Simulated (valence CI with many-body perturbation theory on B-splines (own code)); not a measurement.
## Ba XXVI: calculated level list

Computed by valence CI with perturbative core correlation (CI+MBPT): three valence electrons over a frozen Dirac-Fock core [Ar] 3d10, a basis of 11 s, 11 p, 10 d, 8 f, 5 g, 2 h functions for each j, with the one-electron correlation potential Σ1 (screened to all orders), the two-electron term Σ2, the three-electron term Σ3, Breit, model QED; selected single and double excitations, second order for the rest, scaled by the run's own slope (own B-spline code, finite nucleus).

No measured levels were compared; by estimate levels hold to about 250 cm⁻¹ or 0.2 % of their energy and the worst to 1 %, as in measured heavy ions of charge 2 to 7; those with d or f electrons hold less well.

Levels 136 to 177 of 177, with energies above the lowest level, 4s²4p ²P°_1/2. "Leading %" is the weight of the configuration and term that name the level; weights of strongly mixed levels are sums over their largest components and can fall short. Lifetimes count E1, E2, E3, M1 and M2 decay at the calculated energies, and are blank where another channel may lead or the interval is too uncertain; long ones can be off by a factor of two.

```
No.  Configuration  Term     J  E (Ry)  Leading %  Lifetime  Second component      g
136          4p²4f   ⁴F°   3/2  26.203         65   3.61 ps    16 % 4p²4f ⁴D°  0.599
137          4p²4f   ²F°   7/2  26.221         35   3.85 ps    17 % 4p4d² ⁴F°  1.202
138          4s²5p   ²P°   1/2  26.231         96   1.84 ps                    0.659
139          4p²4f   ⁴D°   3/2  26.277         27   4.27 ps    21 % 4p²4f ²D°  0.975
140          4p²4f   ²D°   5/2  26.278         36   3.92 ps    35 % 4p²4f ⁴D°  1.215
141          4p²4f   ⁴D°   1/2  26.294         40   4.57 ps    27 % 4p²4f ²P°  0.298
142          4p4d²   ²P°   1/2  26.543         79   4.16 ps    10 % 4p4d² ⁴D°  0.644
143          4p4d²   ⁴G°  11/2  26.627         80   11.0 ps    12 % 4p²4f ²H°  1.239
144          4p²4f   ²F°   5/2  26.633         22   7.27 ps    20 % 4p4d² ²F°  0.989
145          4p²4f   ²G°   9/2  26.664         35   4.73 ps    33 % 4p4d² ²H°  1.011
146          4p4d²   ²F°   7/2  26.759         36   3.22 ps    20 % 4p4d² ⁴F°  1.145
147          4p4d²   ⁴G°   9/2  26.794         32   2.92 ps    26 % 4p4d² ⁴F°  1.195
148          4p4d²   ²P°   3/2  26.795         30   2.84 ps    24 % 4p²4f ²D°  1.045
149          4p4d²   ²G°   7/2  26.808         26   2.75 ps    11 % 4p4d² ⁴G°  1.072
150          4p4d²   ⁴D°   5/2  26.830         27   5.19 ps    18 % 4p²4f ²F°  1.181
151          4s²5p   ²P°   3/2  26.894         93   1.91 ps                    1.325
152          4p²4f   ²D°   3/2  26.948         27   2.89 ps    16 % 4p4d² ²D°  0.942
153          4p4d²   ²S°   1/2  26.995         56   2.98 ps    35 % 4p4d² ⁴P°  2.116
154          4p4d²   ⁴D°   7/2  27.003         53   4.39 ps     9 % 4p4d² ²F°  1.275
155          4p4d²   ⁴P°   5/2  27.007         33   3.13 ps    18 % 4p4d² ⁴D°  1.289
156          4p4d²   ²F°   5/2  27.061         32   2.11 ps    13 % 4p4d² ⁴F°  1.029
157          4p²4f   ²H°   9/2  27.072         29   3.60 ps    26 % 4p4d² ⁴F°  1.107
158          4p4d²   ⁴D°   3/2  27.093         62   2.05 ps    14 % 4p²4f ²D°  1.066
159          4p4d²   ²H°  11/2  27.122         52   3.57 ps    39 % 4p²4f ⁴G°  1.169
160          4p4d²   ⁴D°   1/2  27.128         71   2.07 ps    23 % 4p²4f ²P°  0.176
161          4p4d²   ⁴D°   7/2  27.171         52   2.18 ps    19 % 4p4d² ⁴F°  1.274
162          4p4d²   ⁴P°   5/2  27.183         30   3.13 ps    26 % 4p4d² ⁴D°  1.309
163          4p4d²   ²F°   7/2  27.264         51   5.07 ps     7 % 4p4d² ²G°  1.103
164          4p4d²   ⁴S°   3/2  27.287         48   2.00 ps    24 % 4p4d² ⁴P°  1.724
165          4p²4f   ⁴F°   7/2  27.482         29   3.03 ps    24 % 4p4d² ²F°  1.177
166          4p4d²   ²G°   9/2  27.484         39   3.02 ps    19 % 4p4d² ⁴F°  1.152
167          4p4d²   ²D°   3/2  27.528         41   2.32 ps    12 % 4p4d² ⁴S°  1.065
168          4p4d²   ²P°   1/2  27.532         62   2.60 ps    24 % 4p²4f ⁴D°  0.593
169          4p4d²   ²D°   5/2  27.580         56   2.15 ps   12 % 4s4d4f ²D°  1.183
170          4p4d²   ²G°   7/2  27.584         46   2.24 ps    23 % 4p²4f ²F°  0.994
171          4p4d²   ²F°   5/2  27.689         46   3.31 ps    21 % 4p²4f ²F°  0.931
172          4p²4f   ⁴F°   9/2  27.694         42   3.46 ps    27 % 4p²4f ²G°  1.216
173          4p²4f   ²D°   3/2  27.786         43   3.05 ps    17 % 4p²4f ⁴F°  0.855
174          4p4d²   ²D°   3/2  27.858         43   2.50 ps    25 % 4p4d² ²P°  1.009
175          4p²4f   ²F°   5/2  27.906         19   2.27 ps    18 % 4p²4f ⁴D°  1.033
176         4s4p5s   ⁴P°   1/2  27.921         89    860 fs    9 % 4s4p5s ²P°  2.464
177          4p²4f   ²H°  11/2  27.937         33   3.36 ps    30 % 4p²4f ⁴G°  1.150
```

Names give the largest LS component (configuration and term), which can be under half, so a name can repeat, a term be missing and a line seem to break the LS rules; names also repeat where a configuration has a term twice.

Where two levels of one J and parity lie close, their mixing, g and order are uncertain.
